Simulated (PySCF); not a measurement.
C3H8AlBr.
Structure used (PBE0-D3(BJ)/def2-SVP), in Å, numbered top down from 1:
```
atom  x, y, z in Å
C1    -0.1739   -0.7059   -1.2781
C2    -0.3314   -0.3359    0.2001
C3    -0.9411    1.0601    0.3588
Al4    1.3947   -0.4509    1.1324
Br5    2.9577    1.0418    0.4449
H6     0.1920   -1.7360   -1.4226
H7     0.5318   -0.0305   -1.7906
H8    -1.1379   -0.6281   -1.8120
H9    -1.0041   -1.0726    0.6783
H10   -0.2829    1.8369   -0.0653
H11   -1.1265    1.3270    1.4125
H12   -1.9092    1.1339   -0.1681
H13    1.8242   -1.4407    2.2920
```

Theory: core-valence-separated Tamm–Dancoff BHandHLYP/aug-pcX-1 (pcseg-1 on H, def2-SVPD on Br, def2-SVPD on Al) in PySCF, non-relativistic, gas phase, PBE0-D3(BJ)/def2-SVP geometry. No empirical shift is added; at this level the pattern usually sits a few eV under experiment.

The lowest roots of each edge with f over 0.003 (five at most, numbered afresh; weaker and dark ones are left out), with transition dipoles (au) in the frame of the coordinates:

```
root  edge  E (eV)       μx       μy       μz
   1     C  284.69  -0.0054   0.0126  -0.0226
   2     C  284.79   0.0392  -0.0144   0.0335
   3     C  285.44   0.0461   0.0361  -0.0166
   4     C  285.47   0.0249  -0.0333  -0.0023
   5     C  285.50   0.0030   0.0111   0.0413
```

What are the oscillator strengths?

f = (2/3) ΔE |μ|², with ΔE in hartree (27.2114 eV):

| root | ΔE (Eh) | \|μ\|² (au) | f | core hole on |
| --- | --- | --- | --- | --- |
| 1 | 10.4621 | 0.000699 | 0.005 | C1 + C3 |
| 2 | 10.4657 | 0.002866 | 0.020 | C2 |
| 3 | 10.4895 | 0.003704 | 0.026 | C2 |
| 4 | 10.4908 | 0.001734 | 0.012 | C1/C3 |
| 5 | 10.4918 | 0.001838 | 0.013 | C1/C3 |

Molecules are fixed in this frame and the field points along z. What effective strengths 3 f cos²θ do the roots have (θ between field and μ)?

root 1 (C1 + C3): 0.011, root 2 (C2): 0.023, root 3 (C2): 0.006, root 4 (C1/C3): 0.000, root 5 (C1/C3): 0.036. Root 5 is the strongest. Averaged over all orientations cos²θ is 1/3, which gives f back.

 Relativistic effects, spin–orbit coupling among them, are left out although an element past zinc is present.

One conformer stands for the species.
